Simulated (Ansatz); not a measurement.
The cluster K₂S₂⁻. Total charge -1; quartet. Geometry r2SCAN-D4/def2-TZVPD; atoms count from 1.

```xyz
4

K     2.6420   -0.3180   -1.4039
K    -2.6419    0.3327    1.4007
S    -0.4801   -0.1854   -0.8611
S     0.4799    0.1707    0.8642
```

The highest occupied level of the charge -1 quartet lies above zero (up to 0.00 eV). The electron is either unbound and held by the finite basis, or the level is raised by self-interaction error. At PBE0-D4/def2-TZVPD a doublet of charge -1 lies 0.88 eV below the quartet, each at its own geometry. The structure comes from a short search, and lower isomers may exist.

Problem. Estimate the Mulliken populations from the PBE0/def2-TZVPD orbitals of Ansatz.

Solution. 
| atom | charge (e) | spin (α − β) |
| --- | --- | --- |
| K1 | -0.09 | 0.99 |
| K2 | -0.09 | 0.99 |
| S3 | -0.41 | 0.51 |
| S4 | -0.41 | 0.51 |
Mulliken values depend strongly on the basis. With diffuse functions, as here, like atoms can get unlike values, and bond orders can come out too low or too high.

Problem. Where does the spin sit?

Solution. Summed by element: K 1.97, S 1.03, of 3 unpaired in all. Largest on single atoms: K1 0.99, K2 0.99, S3 0.51.

Problem. And the Mayer bond orders between heavy atoms (over 0.3)?

Solution. S3–S4 1.35 (2.01 Å).
